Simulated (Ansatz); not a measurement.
Cartesian coordinates in Å:
```
Si -2.021 -1.007 -1.296
N -0.342 -0.751 -0.927
Ge 0.990 -1.560 -1.941
C 0.028 0.095 0.126
C -0.881 1.018 0.655
C -0.526 1.847 1.705
C 0.745 1.791 2.254
C 1.657 0.884 1.736
C 1.306 0.046 0.692
H -2.672 0.183 -1.913
H -2.080 -2.130 -2.262
H -2.775 -1.350 -0.062
H 0.292 -2.140 -3.176
H 2.022 -0.490 -2.324
H 1.675 -2.682 -1.141
H -1.875 1.105 0.230
H -1.255 2.551 2.091
H 1.022 2.443 3.073
H 2.656 0.819 2.152
H 2.035 -0.671 0.328
```

Charge 0, multiplicity 1.

Problem. List the CAM-B3LYP/def2-TZVPP orbital energies in eV (Ansatz 0.2.0). (An estimate is asked.)

Solution. Computed: Occupied: -10852.46, -1801.15, -1356.69, -1207.65, -1207.64, -1207.63, -391.49, -280.12, -278.90, -278.89, -278.78, -278.78, -278.64, -171.53, -145.69, -121.85, -121.81, -121.79, -101.04, -101.02, -101.00, -35.47, -35.40, -35.39, -35.32, -35.32, -26.97, -25.06, -22.65, -21.92, -19.03, -18.62, -17.35, -16.81, -15.90, -14.53, -14.14, -13.71, -13.41, -13.07, -11.92, -11.61, -11.57, -11.48, -11.20, -11.11, -10.53, -9.81, -8.55, -7.35. Lowest empty: 0.80, 1.06, 1.24, 1.67, 2.11, 2.24, 2.43, 2.82.
